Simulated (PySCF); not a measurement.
Identify the unknown among the candidates.

All candidates are C2H11GeNSi.

* Rotational structure: rotational constants A, B, C: 2.704, 1.727, 1.160 GHz [PBE0-D3(BJ)/def2-SVP]
* Polarisability: 91.7 au [PBE0/def2-SVPD]
* UV, strongest line: among the 10 lowest singlet transitions: S10 at 7.83 eV (158 nm, f = 0.069) [TDDFT PBE0/def2-SVPD]
* UV, first state: lowest singlet excitation: 5.57 eV (223 nm, f = 0.002) [TDDFT PBE0/def2-SVPD]
* Valence photoelectron: vertical ionisation energy: 8.48 eV [ΔSCF PBE0/def2-SVPD]
* XPS: Si2p3/2 106.7, C1s 290.5, C1s 291.5, N1s 403.7, Si1s 1846.6 eV [ΔSCF SCAN, pcX-2 on the ionised atom, pcseg-1 elsewhere, spin-free X2C, 2p3/2 from a spin–orbit splitting computed afterwards within the 2p shell]
* Triplet: lowest triplet excitation (Tamm–Dancoff): 5.24 eV [TDA PBE0/def2-SVPD]

The electronic properties come from PySCF, for the isolated species, density fitting. Levels stand in brackets. Isolated species at its PBE0-D3(BJ)/def2-SVP geometry (one conformer only). The calculation (core ionisation apart) is non-relativistic and has no spin–orbit coupling, an omission that weighs most on germanium.

Question: Which candidate is it?
A. `C[N](C)[GeH2][SiH3]`
B. `CC[N]([SiH3])[GeH3]`
C. `CN(C)[SiH2][GeH3]`

Answer: B. It is `CC[N]([SiH3])[GeH3]`. Numbering: `[CH3:1][CH2:2][N:3]([SiH3:4])[GeH3:5]`. The core levels belong to: Si2p3/2 106.7 eV, SiH3 silicon [Si4]; C1s 290.5 eV, methyl carbon [C1]; C1s 291.5 eV, sp3 carbon bound to nitrogen [C2]; N1s 403.7 eV, silicon-bound nitrogen [N3]; Si1s 1846.6 eV, SiH3 silicon [Si4]. No core level of Ge was computed. The first electron is taken from the HOMO, whose largest Löwdin shares are 0.53 on the silicon-bound nitrogen, 0.09 on the SiH3 silicon, 0.07 on the sp3 carbon bound to nitrogen and 0.07 on the germanium bonded to N and 3 H. The optimised geometry has point group C1 and is an asymmetric top.

The others, at the same levels:
- `CN(C)[SiH2][GeH3]` fails: its computed core binding energies are Si2p3/2 106.5, C1s 291.5 (×2), N1s 404.3, Si1s 1846.3 eV, lowest singlet excitation is 5.20 eV (238 nm, f = 0.005) (against 5.57 eV) and vertical ionisation energy is 8.17 eV (against 8.48 eV).
- `C[N](C)[GeH2][SiH3]` fails: its computed core binding energies are Si2p3/2 106.3, C1s 291.3 (×2), N1s 404.0, Si1s 1846.0 eV, rotational constant A is 3.396 GHz (against 2.704 GHz) and smallest rotational constant is 1.375 GHz (against 1.160 GHz).

Each candidate is one conformer, not necessarily the lowest. Dipoles, sizes and rotational constants follow the conformer. The torsions of the flexible species, by atom-mapped SMILES:
- `[CH3:1][CH2:2][N:3]([SiH3:4])[GeH3:5]`: C1–C2–N3–Si4 -91°
- `[CH3:1][N:2]([CH3:3])[SiH2:4][GeH3:5]`: C1–N2–Si4–Ge5 158°
- `[CH3:1][N:2]([CH3:3])[GeH2:4][SiH3:5]`: C1–N2–Ge4–Si5 72°
